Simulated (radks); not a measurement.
Pd2+, 44 electrons, occupied as [Ar] 3d10 4s2 4p4 4d8 5s2 (not the ground configuration). Calculated with a radial shooting solver on a logarithmic mesh with Libxc functionals: scalar-relativistic Kohn-Sham, r2SCAN, spin-polarised, spherical densities, finite nucleus; open shells are filled with parallel spins first (spin-orbit coupling, left out, can overturn this in heavy ions); meta-GGA in the generalised Kohn-Sham scheme; Fermi nuclear charge, rms radius 4.5318 fm.

Normalised radial functions P(r) = r R(r), r in bohr:

r	4p down	5s up
0.003434	0.0064	0.0485
0.005289	0.0138	0.0663
0.008082	0.0290	0.0852
0.01245	0.0598	0.1000
0.01902	0.1161	0.0975
0.0293	0.2099	0.0589
0.04514	0.3297	-0.0288
0.06897	0.4021	-0.1345
0.1062	0.2736	-0.1569
0.1636	-0.1622	0.0149
0.2501	-0.5916	0.2370
0.3852	-0.3391	0.1159
0.5886	0.6050	-0.3060
0.9066	1.1392	-0.2766
1.396	0.7040	0.3930
2.134	0.1829	0.7572
3.287	0.0169	0.4602
5.063	0.0004	0.0954
7.736	0.0000	0.0052

4p down: eigenvalue -86.679 eV, 2 radial nodes at r = 0.143, 0.456 bohr, <r> = 1.02 bohr, 90 % of the charge inside 1.49 bohr. 5s up: eigenvalue -24.508 eV, 4 radial nodes at r = 0.0400, 0.160, 0.435, 1.11 bohr, <r> = 2.38 bohr, 90 % of the charge inside 3.44 bohr.
